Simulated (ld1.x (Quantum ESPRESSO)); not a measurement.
**Logarithmic derivatives: Li, PAW**

```
Element                 : Li
Generator               : ld1.x (Quantum ESPRESSO) 7.5
Type                    : PAW
Functional              : PBE
Relativity              : scalar-relativistic
Frozen core             : [He]
Valence charge          : 1
Reference configuration : 2s0.5 2p0 (charge +0.5)
Partial waves           : 2s (bound): rcut 2.75, rcutus 3.30 bohr; 2s channel at 3.35 Ry: rcut 2.75, rcutus 3.30 bohr; 2p (bound, empty): rcut 4.50, rcutus 4.80 bohr; 2p channel at 0.3 Ry: rcut 4.50, rcutus 4.80 bohr; 3d channel at 0.05 Ry: rcut 4.95, rcutus 5.25 bohr; 3d channel at 1.9 Ry: rcut 4.95, rcutus 5.25 bohr
Local potential         : all-electron potential smoothed inside 2.75 bohr (lloc = -2)
Core correction         : Bessel-smoothed model core inside 2.65 bohr
Augmentation charge     : BESSEL, radius 3.15 bohr
```

The phase is arctan(r·u′/u) with u = r·R(r), unwrapped; energies in Ry, scanned from -2 to 5 Ry. A pole is an energy at which the radial function vanishes at the test radius. The pseudo phase is shifted by a multiple of π to meet the all-electron one at the reference energy, and phase errors are pseudo minus all-electron; the curves can meet again beyond the range given. Levels narrower than the energy grid can be missing from the lists of poles.

Q: For each channel, where are the poles, and over which energies does the pseudopotential scatter like the atom?

A:

| channel | radius (bohr) | reference energy (Ry) | poles, all-electron | poles, pseudo | unbroken range about the reference energy with phases within 0.05 rad | phase error 1 Ry above the reference energy (rad) |
| --- | --- | --- | --- | --- | --- | --- |
| s | 5.73 | -0.39 | -0.31, 0.85, 2.69 | -0.31, 0.78, 2.66, 4.80 | below 0.1 | -0.028 |
| p | 5.73 | -0.25 | -0.14, 0.85, 2.48, 4.76 | -0.14, 0.83, 2.47 | below 1.2 | -0.008 |
| d | 5.73 | 0.05 | 0.44, 1.81, 3.79 | 0.58, 1.82, 2.52 | below 0.3 | +1.580 |

Phases in the d channel:

```csv
E (Ry),all-electron,pseudo
-2.00,1.444,1.450
-1.52,1.425,1.432
-1.04,1.392,1.402
-0.56,1.318,1.334
-0.08,0.850,0.871
0.40,-1.544,-1.485
0.88,-1.993,-1.659
1.36,-4.542,-2.625
1.84,-4.720,-4.719
2.32,-4.856,-4.813
2.80,-7.175,-7.994
3.28,-7.772,-8.111
3.76,-7.851,-8.490
4.24,-7.912,-10.236
4.72,-8.066,-10.735
```
